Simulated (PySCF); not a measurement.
A geometry optimisation on `O=c1cc1Br`.

Computed with PBE0-D3(BJ)/def2-TZVP geometry optimisation, gas phase (PySCF 2.14.0). Start geometry: GFN2-xTB. A driver script takes a list of jobs; this job's settings line and coordinates (Å) are shown.

Input:
```
{"job": {"xc": "PBE0", "basis": "def2-TZVP", "d3": "d3bj", "grid": 2, "kind": "geom"}, "charge": 0, "multiplicity": 1}
O     -1.217984     1.643200     0.559074
C     -0.594642     0.686291     0.247773
C     -0.457658    -0.701322    -0.081630
C      0.659847     0.059089    -0.091566
Br     2.482850    -0.010639    -0.396203
H     -0.869290    -1.674628    -0.232724
```

Output:
```
step   0  E = -2763.77058235  max force = 0.018885
step   1  E = -2763.77059025  max force = 0.006047
step   2  E = -2763.77094745  max force = 0.004929
step   3  E = -2763.77122644  max force = 0.001499
step   4  E = -2763.77124120  max force = 0.000979
step   5  E = -2763.77125183  max force = 0.000314
optimisation converged
```

Energies in Eh; «max force» is the largest Cartesian gradient component in Eh/bohr.

Question: Give the first gradient maximum in eV/Å.

Answer: With 1 Eh/bohr = 51.422 eV/Å, 0.971 eV/Å.

In short: final energy -2763.77125 Eh after 5 steps; dipole 3.57 D.

Question: Where do the atoms end?

Answer: 0.011 Å rms from the input after alignment:
```
atom  x, y, z in Å
O1    -1.1025    1.8016    0.2322
C2    -0.5209    0.7741    0.0794
C3    -0.4381   -0.5643   -0.4268
C4     0.6130   -0.0834    0.2424
Br5    2.3062   -0.5164    0.8347
H6    -0.8563   -1.4102   -0.9561
```

Question: How long does this job take on Intel Xeon Platinum 8259CL at 2.50 GHz, one thread, shared host with 96 logical CPUs at a one-minute load of 57? And the peak memory of the process?

Answer: About 1.8 min, with 0.72 GiB resident at the peak, the Python interpreter and its libraries included.
Labels such as C1 count atoms from 1, the log's own numbers from 0.
